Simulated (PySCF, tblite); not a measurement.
Isomers of C4H13OPSi2, one GFN2-xTB conformer each. Single-point energies are computed at PBE0/pcSseg-1 (PySCF, gas phase, no added dispersion term), electronic only.

Question: Rank them by PBE0/pcSseg-1 energy, lowest first (kcal/mol).
A. `[CH2:1]=[C:2]([CH3:3])[Si@@:4]([CH3:5])([PH2:6])[O:7][SiH3:8]` with C1–C2–Si4–C5 119°, C2–Si4–P6–H -53° and 40°, C2–Si4–O7–Si8 94°
B. `[CH3:1][C:2](=[O:3])[CH2:4][P:5]([SiH3:6])[CH2:7][SiH3:8]` with C1–C2–C4–P5 118°, C2–C4–P5–Si6 59°, C4–P5–C7–Si8 174°
C. `[O:1]=[C:2]([CH2:3][CH2:4][SiH3:5])[CH2:6][SiH2:7][PH2:8]` with O1–C2–C3–C4 28°, C2–C3–C4–Si5 -45°, O1–C2–C6–Si7 -84°, C2–C6–Si7–P8 -166°, C6–Si7–P8–H -77° and -171°

Answer: A (0.0), C (46.8), B (50.4).

As drawn, the lowest has an Si–O bond and a C=C bond outside aromatic rings, which the highest lacks; the highest has a C=O bond, which the lowest lacks. GFN2-xTB itself gives, in the same order: 0.0, 46.7, 47.3. Both levels put the same isomer lowest; measured from each level's own lowest isomer, the values differ by up to 3.1 kcal/mol (CC(=O)CP([SiH3])C[SiH3]: 47.3 against 50.4).

Which frontier levels, dipoles and rotational constants go with these structures?

```json
{"SMILES": "C=C(C)[Si@@](C)(P)O[SiH3]", "HOMO (eV, PBE0/pcSseg-1)": "-7.06", "LUMO (eV)": "-0.13", "dipole (D)": "1.61", "A, B, C (MHz)": "1242, 870.1, 670.0"}
{"SMILES": "O=C(CC[SiH3])C[SiH2]P", "HOMO (eV, PBE0/pcSseg-1)": "-7.45", "LUMO (eV)": "-0.94", "dipole (D)": "3.43", "A, B, C (MHz)": "3549, 420.9, 412.7"}
{"SMILES": "CC(=O)CP([SiH3])C[SiH3]", "HOMO (eV, PBE0/pcSseg-1)": "-6.75", "LUMO (eV)": "-1.04", "dipole (D)": "3.29", "A, B, C (MHz)": "2249, 623.9, 523.2"}
```

What happens when harmonic zero-point energies from GFN2-xTB frequencies are added?

```
                   SMILES  ZPE (kcal/mol)  electronic (kcal/mol)  with ZPE (kcal/mol)
C=C(C)[Si@@](C)(P)O[SiH3]            95.5                    0.0                  0.0
    O=C(CC[SiH3])C[SiH2]P            94.3                   46.8                 45.6
  CC(=O)CP([SiH3])C[SiH3]            93.9                   50.4                 48.8
```

The zero-point energies span 1.6 kcal/mol. The order is unchanged.
